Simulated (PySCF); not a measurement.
MoF3H3, SMILES [F][MoH3]([F])[F], multiplicity 1. Geometry optimised at PBE-D3(BJ)/def2-SVP. The spin state was assumed, not searched. The structure was generated by enumeration; whether it is a known compound was not checked. The def2 effective core potentials stand for the cores of Mo; spin–orbit coupling is left out.

The numbers are results of PBE-D3(BJ)/def2-SVP in PySCF, not measurements.

Harmonic wavenumbers (cm⁻¹): 158, 158, 256, 379, 649, 649, 653, 724, 725, 1012, 1012, 1134, 1981, 1981, 2021. Rotational constants (GHz): 4.670, 4.670, 2.625; symmetry number 3.

Question: Work out the zero-point energy and the ideal-gas rigid-rotor harmonic-oscillator thermochemistry at 298.15 K and 1 atm.

Answer: ZPE = ½ Σ hcν = ½ × 13492 cm⁻¹ = 80.70 kJ/mol. H − E(el) = 97.89 kJ/mol. Entropy in J/(mol K): translation 171.72, rotation 100.20, vibration 40.98, total 312.90. G − E(el) = 4.60 kJ/mol. Cp = 85.22 J/(mol K).
